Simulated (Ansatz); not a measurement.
One change: `[SiH3]CS[SiH3]` becomes `COCS[SiH3]`.

Ansatz, PBE0-D4/def2-TZVP geometries, multiplicity 1. Each molecule was computed in one conformer, which needn't be the lowest.

| property | `[SiH3]CS[SiH3]` |
| --- | --- |
| HOMO energy (ωB97M-V/def2-TZVPP) / eV | -9.04 |
| size of the dipole moment (ωB97M-V/def2-TZVPP) / D | 1.16 |
| LUMO energy (PBE0/def2-TZVPP) / eV | -0.16 |
| HOMO–LUMO gap (PBE0/def2-TZVPP) / eV | 6.73 |
| HOMO energy (B3LYP/def2-TZVPP) / eV | -6.66 |
| HOMO energy (PBE/def2-TZVPP) / eV | -5.73 |

Task: What does the change do to each property? (Best estimate.)

Result: Ansatz gave: 
```json
{"property": "HOMO energy (ωB97M-V/def2-TZVPP) / eV", "`COCS[SiH3]`": "-9.35", "shift": "-0.31"}
{"property": "size of the dipole moment (ωB97M-V/def2-TZVPP) / D", "`COCS[SiH3]`": "1.11", "shift": "-0.05"}
{"property": "LUMO energy (PBE0/def2-TZVPP) / eV", "`COCS[SiH3]`": "0.25", "shift": "0.41"}
{"property": "HOMO–LUMO gap (PBE0/def2-TZVPP) / eV", "`COCS[SiH3]`": "7.40", "shift": "0.67"}
{"property": "HOMO energy (B3LYP/def2-TZVPP) / eV", "`COCS[SiH3]`": "-6.91", "shift": "-0.25"}
{"property": "HOMO energy (PBE/def2-TZVPP) / eV", "`COCS[SiH3]`": "-5.94", "shift": "-0.21"}
```

With PBE0 the HOMO falls by 0.26 eV and the LUMO rises by 0.41 eV, so the gap widens by about 0.67 eV. PBE moves the HOMO by -0.21 eV and ωB97M-V by -0.31 eV. Dipoles are sizes alone; their direction can turn.

Positive LUMOs are unbound, so they and the gaps depend on the basis.

B3LYP here is the variant with VWN-RPA as its local correlation; programs differ in this.
